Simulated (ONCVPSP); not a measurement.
# What the settings do to the ONCV potential of Cr (Z = 24)

Base potential:

chromium (Cr), optimised norm-conserving Vanderbilt (ONCV), made with ONCVPSP 4.0.1 (PBE, scalar-relativistic). Core [Ne], reference 3s2 3p6 3d5 4s1. Waves: 3s+4s: rc 1.70 bohr, ncon 3, nbas 7, qcut 6.8 1/bohr, 2 projectors; 3p: rc 0.95 bohr, ncon 4, nbas 8, qcut 8.5 1/bohr, 2 projectors, debl 1.1 Ha; 3d: rc 1.05 bohr, ncon 5, nbas 8, qcut 8.5 1/bohr, 2 projectors, debl 1.7 Ha. Local part: polynomial inside 0.85 bohr (lpopt 1, dvloc0 2 Ha). Core correction: polynomial model core, fcfact 0.75.

In the p channel the program set the typed energies aside and used -1.670, 0.250 Ha.

All-electron outer shells of the reference configuration (PBE, scalar-relativistic, ld1.x):

| shell | level (eV) | outermost node (bohr) | outermost maximum (bohr) |
| --- | --- | --- | --- |
| 2p | -560.70 | – | 0.20 |
| 3s | -73.99 | 0.36 | 0.78 |
| 3p | -45.44 | 0.33 | 0.80 |
| 4s | -4.01 | 1.12 | 2.74 |
| 3d | -2.91 | – | 0.84 |

Cutoffs, loose and tight: the cutoffs (Ha) at which the residual kinetic energy of the hardest occupied pseudo-wave falls to 1 and 0.1 mHa per electron. They do not see the model core or the augmentation charge, which bear on the density cutoff. Test errors are all-electron minus pseudo excitation energies from the reference, over the configurations 3s2 3p6 3d5 4s0; 3s2 3p6 3d4 4s0; 3s2 3p6 3d3 4s0; 3s2 3p6 3d4 4s1. A dash means not determined; rows that change the core or the reference have their own tests. The largest error is taken over the tests solved by every variant that gives reliable tests at all: 3s2 3p6 3d4 4s0; 3s2 3p6 3d4 4s1; 3s2 3p6 3d5 4s0.

```tsv
change	outcome	cutoff, loose	cutoff, tight	bound ghosts	GHOST(+) flags above zero	largest test error (meV)
base	generated, projector energies reset by the program	189 Ha	214 Ha	none	d	+3.0
d: rc 1.22	generated, projector energies reset by the program	134 Ha	189 Ha	none	none	+3.1
d: rc 1.32	generated, projector energies reset by the program	110 Ha	189 Ha	none	none	+3.6
d: rc 1.48	generated, projector energies reset by the program	57 Ha	189 Ha	none	none	+5.3
```

Q: What comes out with this change to the base: d: rc 1.04?

A: outcome: generated, projector energies reset by the program; cutoff, loose: 194 Ha; cutoff, tight: 220 Ha; bound ghosts: none; GHOST(+) flags above zero: d; largest test error (meV): +3.0.

Q: What comes out with this change to the base: d: rc 0.8; local potential polynomial inside 0.80 bohr (lpopt 1, dvloc0 2 Ha)?

A: outcome: generated, projector energies reset by the program; cutoff, loose: 328 Ha; cutoff, tight: 372 Ha; bound ghosts: none; GHOST(+) flags above zero: d; largest test error (meV): +5.6.

Q: What comes out with this change to the base: d: rc 0.94?

A: outcome: generated, projector energies reset by the program; cutoff, loose: 240 Ha; cutoff, tight: 270 Ha; bound ghosts: none; GHOST(+) flags above zero: d; largest test error (meV): +3.6.

Reading the sweep of the d radius (base included, trends over the rows without a ghost): The loose cutoff falls from 328 Ha at 0.8 to 57 Ha at 1.48 bohr. A larger radius leaves more room for a smooth pseudo-wave, so fewer plane waves are needed; a smaller one forces it to follow the all-electron wave where it bends sharply.
